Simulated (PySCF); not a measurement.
**Electronic structure of F (fluorine, neutral) at the UHF level**

Configuration: [He] 2s2 2p5, 2P determinant. Computed with PySCF 2.14 in aug-cc-pCVQZ-DK (9s8p6d4f2g, 109 functions), with the spin-free X2C one-electron Hamiltonian (Gaussian nucleus).

| Quantity | Value |
| --- | --- |
| Total energy | -99.501137 hartree |
| One-electron energy | -139.3609 hartree |
| Hartree (Coulomb) energy | 49.9180 hartree |
| Exchange energy | -10.0582 hartree |
| ⟨S²⟩ | 0.7542 |
| ⟨L²⟩ | 2.013 |
| Sum of ⟨r⟩ | 7.779 bohr |
| Sum of ⟨r²⟩ | 10.25 bohr² |
| Traceless quadrupole moment −½Σ⟨3z² − r²⟩ along its main axis | 0.676 e·bohr² |
| Langevin diamagnetic susceptibility | -8.12 ×10⁻⁶ cm³/mol |

```tsv
shell	electrons	mean orbital energy (eV)	spread (eV)	rms radius, mean of both spins (bohr)
1s α	1	-719.27	0	0.204
1s β	1	-717.97	0	0.204
2s α	1	-45.615	0	1.10
2s β	1	-40.291	0	1.10
2p α	3	-20.931	3.095	1.24
2p β	2	-18.491	0	1.24
```

Spin-orbit constants ζ (cm⁻¹) from the X2C one-electron operator on these orbitals: bare nucleus, nucleus screened by l(l+1)(2l+1)/3 electrons, and screened by the Breit-Pauli mean field of the electrons.

```
shell   bare  screened nucleus  mean field
   2p  412.7             321.0       280.6
```

To first order the Landé constant is A = -280.6 cm⁻¹, so the lowest level has J = 3/2 and lies 0.0174 eV below the centre of the term.
